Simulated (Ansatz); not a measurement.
Basis-set extrapolation for C$_{2}$H$_{5}$BS (`CBC=S`) (PBE0-D4/def2-TZVP geometry, frozen core, Ansatz). Multiplicity 1, RHF reference.

```tsv
	def2-TZVPP	def2-QZVPP
HF	-500.874002	-500.889903
MP2 correlation	-0.609271	-0.651483
CCSD(T) correlation	-0.684129	not run
```

Energies in hartree. Use E(X) = E(∞) + A·exp(−7.88·√X) for Hartree–Fock and E(X) = E(∞) + B·X^(−2.97) for correlation, with X = 3 and 4, and add CCSD(T) minus MP2 of the smaller set to the MP2 limit.

Problem. What is the CCSD(T) energy at the basis-set limit?

Solution. HF limit: -500.889903 + (-0.015901) × 0.13774 = -500.89209. MP2 limit: -0.651483 + (-0.042212) × 0.74074 = -0.68275. Higher-order term: -0.684129 − (-0.609271) = -0.07486. Total: -501.64970 hartree, 2.49 eV below CCSD(T)/def2-TZVPP.
